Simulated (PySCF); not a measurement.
# Radial density of Ne⁺ (neon, charge +1)

UHF, [He] 2s2 2p5, 2P determinant. Calculation: PySCF 2.14, in cc-pVDZ (3s2p1d, 14 functions); no relativity, point nucleus.

| r (bohr) | 4πr²ρ (e/bohr) | 4πr²(ρα − ρβ) |
| --- | --- | --- |
| 0.00201 | 0.03003 | 0.0000 |
| 0.00339 | 0.08352 | 0.0000 |
| 0.00570 | 0.2267 | 0.0001 |
| 0.00958 | 0.5913 | 0.0003 |
| 0.0161 | 1.471 | 0.0008 |
| 0.0271 | 3.341 | 0.0020 |
| 0.0456 | 6.563 | 0.0054 |
| 0.0767 | 10.07 | 0.0190 |
| 0.129 | 10.44 | 0.0842 |
| 0.217 | 6.576 | 0.3178 |
| 0.365 | 5.371 | 0.7988 |
| 0.614 | 7.617 | 1.1276 |
| 1.03 | 4.865 | 0.6513 |
| 1.74 | 0.9128 | 0.1004 |
| 2.92 | 0.03648 | 0.0049 |
